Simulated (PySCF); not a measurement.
CH5S, charge +1, singlet, at a GFN2-xTB geometry. Base run: CCSD/def2-SV(P) (PySCF).

Input for PySCF:
```python
from pyscf import gto, scf, cc

mol = gto.Mole()
mol.atom = '''
    C    -0.03747748    1.18530286   -0.11525700
    S    -0.02095352   -0.61772925    0.15157957
    H     1.25160297   -0.85395482   -0.24996242
    H    -1.06827047    1.52354437   -0.03438541
    H     0.54627907    1.64404919    0.67989192
    H     0.37245221    1.44603148   -1.08584758
    H    -0.54194256   -0.98781933   -1.04342765
'''
mol.basis = 'def2-sv(p)'
mol.charge = 1
mol.verbose = 5
mol.build()

mf = scf.RHF(mol)
mf.kernel()

mycc = cc.CCSD(mf)
mycc.kernel()
print('E(CCSD) = %.10f' % mycc.e_tot)
```

Each row names what was changed in the base input (with any setting that the change needs).

```csv
change,ΔE vs base (kcal/mol),MP2 correlation (Eh),CC correlation without the perturbative part (Eh),basis functions
base,0.000,-0.26226,-0.29888,42
method = cisd,…,-,-,42
density fitting = JK and correlation,-0.014,-0.26221,-0.29893,42
cc.conv_tol = 1e-5,0.000,-0.26226,-0.29888,42
cart = on,…,…,…,…
frozen = 6,…,…,…,42
cc.diis_space = 10,0.000,-0.26226,-0.29888,42
cc.direct = True,0.000,-0.26226,-0.29888,42
cc.diis_space = 3,0.000,-0.26226,-0.29888,42
cc.conv_tol = 1e-9,0.000,-0.26226,-0.29888,42
```

Q: Complete the blanks.

A: 
- method = cisd, ΔE vs base (kcal/mol): 15.94
- cart = on, ΔE vs base (kcal/mol): -13.85
- cart = on, MP2 correlation (Eh): -0.27268
- cart = on, CC correlation without the perturbative part (Eh): -0.30929
- cart = on, basis functions: 44
- frozen = 6, ΔE vs base (kcal/mol): 6.51
- frozen = 6, MP2 correlation (Eh): -0.25081
- frozen = 6, CC correlation without the perturbative part (Eh): -0.28851
